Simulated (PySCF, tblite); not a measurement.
Species: C5H11NOSi2.
Cartesian coordinates in Å at the GFN2-xTB level; atoms count from 1:
```
atom  x, y, z in Å
C1     2.106    2.367    1.685
C2     2.266    1.245    1.281
Si3    2.473   -0.483    0.641
O4     1.130   -0.983   -0.126
Si5   -0.425   -0.733   -0.545
C6    -0.908   -2.264   -1.545
C7    -1.527    0.047    0.806
C8    -1.592    1.315   -0.053
N9    -0.830    0.808   -1.183
H10    1.970    3.349    2.040
H11    2.659   -1.399    1.768
H12    3.526   -0.512   -0.376
H13   -0.298   -2.332   -2.439
H14   -0.750   -3.170   -0.972
H15   -1.948   -2.230   -1.849
H16   -1.053    0.211    1.768
H17   -2.501   -0.401    0.972
H18   -1.108    2.175    0.421
H19   -2.609    1.599   -0.341
H20   -0.587    1.402   -1.957
```

Level of theory: PBE0/pcSseg-1 in PySCF (dipole) on a GFN2-xTB geometry, gas phase.

Masses are those of the commonest isotopes; rigid-rotor values at the optimised geometry. The values belong to one conformer with, in the numbering `[CH:1]#[C:2][SiH2:3][O:4][Si@@:5]1([CH3:6])[CH2:7][CH2:8][NH:9]1`, C2–Si3–O4–Si5 -7°, Si3–O4–Si5–C6 -179°.

Task: Give the principal moments of inertia and the rotational constants in MHz.

Result: Ia = 309.63, Ib = 557.78, Ic = 771.31 u·Å²; 505379 MHz·u·Å²/I gives A = 1632, B = 906.1, C = 655.2 MHz.

Task: Classify the top.

Result: An asymmetric top. Ray's parameter κ = (2B − A − C)/(A − C) = -0.487; −1 is the prolate and +1 the oblate limit.

Task: Is it planar, by Δ = Ic − Ia − Ib?

Result: Not planar: Δ = Ic − Ia − Ib = -96.10 u·Å². For a rigid frame Δ = −2 Σ m c², so Σ m c² = 48.05 u·Å² lies off the ab plane: 15.48 from hydrogen and 32.57 from heavier atoms. The atom farthest from that plane is 2.02 Å away.

Task: Give the other two planar moments, Paa and Pbb, and the rms extents of the mass along the axes.

Result: Paa = Σ m a² = (Ib + Ic − Ia)/2 = 509.73 and Pbb = Σ m b² = (Ia + Ic − Ib)/2 = 261.58 u·Å². With the mass M = 157.04 u, the rms extents √(P/M) along a, b and c are 1.80, 1.29, 0.55 Å.

Task: List the rotational levels J(Ka,Kc) to J = 3 (MHz).

Result: Above 0(0,0):
J = 1: 1(0,1) 1561, 1(1,1) 2287, 1(1,0) 2538
J = 2: 2(0,2) 4629, 2(1,2) 5159, 2(1,1) 5912, 2(2,1) 8090, 2(2,0) 8145
J = 3: 3(0,3) 9110, 3(1,3) 9436, 3(1,2) 10933, 3(2,2) 12774, 3(2,1) 13031, 3(3,1) 17063, 3(3,0) 17070
Those of J = 1 are B + C, A + C and A + B.

Task: Predict some low-J microwave lines.

Result: The dipole components are |μa| = 0.10 D, |μb| = 0.79 D, |μc| = 0.34 D. Intensities carry the squares of the components, which stand as 0.02 : 1.00 : 0.19 (a : b : c). Some lines, for components of 0.1 D or more:

| type | branch | J(Ka,Kc) | MHz | lower level (cm⁻¹) |
| --- | --- | --- | --- | --- |
| b | Q | 1(1,0) ← 1(0,1) | 977 | 0.052 |
| b | Q | 3(2,1) ← 3(1,2) | 2098 | 0.365 |
| b | Q | 2(2,0) ← 2(1,1) | 2233 | 0.197 |
| b | R | 1(1,1) ← 0(0,0) | 2287 | 0.000 |
| c | R | 1(1,0) ← 0(0,0) | 2538 | 0.000 |
| a | R | 2(1,2) ← 1(1,1) | 2872 | 0.076 |
| c | Q | 3(3,1) ← 3(2,1) | 4031 | 0.435 |
| a | R | 3(2,1) ← 2(2,0) | 4887 | 0.272 |
| a | R | 3(1,2) ← 2(1,1) | 5021 | 0.197 |
| c | R | 2(2,0) ← 1(1,0) | 5606 | 0.085 |
| c | R | 2(2,1) ← 1(1,1) | 5803 | 0.076 |
| b | R | 2(2,0) ← 1(1,1) | 5857 | 0.076 |

Its lowest GFN2-xTB frequency is 10 cm⁻¹, too small to tell a flat minimum from a shallow saddle. These are rigid-rotor constants of the computed structure; measured ground-state constants (B0) also hold zero-point vibration. A rigid rotor knows nothing of internal rotation, which can split or shift real lines. Quadrupole hyperfine structure (14N) is left out.

On Arm Neoverse N1, one thread, no GPU (shared host), this took 87 s wall and 1.1 GiB of memory at its peak. This is the PBE0/pcSseg-1 job that gave the dipole, with the shieldings it also computed.
